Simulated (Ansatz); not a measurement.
C6H3Ga (`C#[C][Ga]([C]#C)[C]#C`), 10 atoms. The species carries charge 0 and has multiplicity 1. Correlated methods include outer-core shells of Ga, which these sets cover unevenly. Scalar relativity is left out up to krypton. All runs use 4 threads of an AMD EPYC 9B45 on a shared host. Correlated methods freeze the cores.

(1) How many basis functions does each run have, and how long does it take in Ansatz? RKS PBE0-D4/def2-SVP energy; RKS PBE0-D4/def2-TZVP frequencies; RKS LC-ωPBE/def2-TZVPP energy; RKS ωB97X-V/def2-TZVPP energy; RKS PBE-QIDH (frozen core)/def2-TZVPP energy; RKS PBE0-D4/def2-TZVP relaxation (5 steps); RKS PBE0-D4/def2-QZVPP energy; direct RPA on PBE orbitals/def2-TZVPP energy; RKS ωB97M-V/def2-QZVPP energy; RKS SPW92 (LDA)/def2-TZVPP energy; RHF-MP2/def2-QZVPP energy; RKS ωB97M-V/def2-SVP energy. (Estimate.)

Results:

(1) Ansatz gave: Other jobs shared the machine, so times are rough.

```tsv
level	job	functions	wall time	peak host memory (GiB)
RKS SPW92 (LDA)/def2-TZVPP	energy	276	0.65 s	0.39
RKS PBE0-D4/def2-SVP	energy	131	0.7 s	0.32
RKS LC-ωPBE/def2-TZVPP	energy	276	1.4 s	0.58
RKS ωB97M-V/def2-SVP	energy	131	2.2 s	0.46
direct RPA on PBE orbitals/def2-TZVPP	energy	276	2.3 s	0.7
RKS PBE-QIDH (frozen core)/def2-TZVPP	energy	276	3 s	0.8
RKS ωB97X-V/def2-TZVPP	energy	276	3.5 s	1
RKS PBE0-D4/def2-QZVPP	energy	521	4 s	2.1
RKS ωB97M-V/def2-QZVPP	energy	521	9 s	2.5
RHF-MP2/def2-QZVPP	energy	521	11 s	3.3
RKS PBE0-D4/def2-TZVP	relaxation (5 steps)	252	12 s	0.83
RKS PBE0-D4/def2-TZVP	frequencies	252	97 s	0.86
```

LC-ωPBE has ω = 0.4 bohr⁻¹.
